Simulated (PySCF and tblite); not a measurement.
Values are calculated unless marked as measured or tabulated.
CF3(CH2)2OH, C3H5F3O, numbered as in [OH:1][CH2:2][CH2:3][C:4]([F:5])([F:6])[F:7].

Conformers came from 90 starts (ETKDG and KDG, MMFF94s, GFN2-xTB); geometries are PBE0-D3(BJ)/def2-SVP. Energies: B3LYP-D3(BJ)/def2-TZVP (IEF-PCM, chloroform), with GFN2-xTB thermal terms (modes under about 100 cm⁻¹ blended into free rotors). Symmetry numbers and mirror images are counted. Conformers within 3 kcal/mol (GFN2-xTB free energy) were kept, 8 at most. GIAO shieldings: wB97X-D/pcSseg-1 (IEF-PCM, chloroform). Shifts are against TMS (¹H), TMS (¹³C), CFCl3 (¹⁹F) at the same level. Run with PySCF (density fitting) and tblite.

Task: Predict the averaged NMR shifts at 298.15 K.

Result: ¹H: 3.87 (H2, 2H), 2.19 (H3, 2H) ppm. ¹³C: 132.8 (C4), 59.1 (C2), 40.1 (C3) ppm. ¹⁹F: -73.3 (F5/F6/F7) ppm.

Task: How do the conformers differ?

Result: Torsions listed: H1–O1–C2–C3, O1–C2–C3–C4. Of a mirror pair one member is shown.
```csv
conformer,shape,weight %
1,"69°, 176°",27.5
2,"60°, -74°",25.8
3,"180°, 180°",18.8
4,"-170°, 70°",17.7
5,"-56°, -57°",10.1
```

| signal | 1 | 2 | 3 | 4 | 5 | average |
| --- | --- | --- | --- | --- | --- | --- |
| H2 | 3.79 | 3.86 | 3.88 | 3.98 | 3.90 | 3.87 |
| H3 | 2.19 | 2.18 | 2.29 | 2.14 | 2.07 | 2.19 |
| C2 | 59.0 | 58.8 | 59.1 | 59.4 | 59.5 | 59.1 |
| C3 | 41.3 | 40.4 | 38.9 | 38.9 | 40.7 | 40.1 |
| C4 | 131.6 | 134.5 | 132.3 | 133.1 | 132.7 | 132.8 |
| F5/F6/F7 | -74.3 | -72.5 | -73.9 | -73.0 | -72.3 | -73.3 |

H on N, O and S are left out: they exchange, and hydrogen bonds move them by several ppm. Unscaled ¹⁹F shifts at such levels can be off by tens of ppm; differences between conformers or isomers are more reliable. Shifts are unscaled: against experiment ¹³C can be off by 15 ppm or more and ¹H by 0.8 ppm.
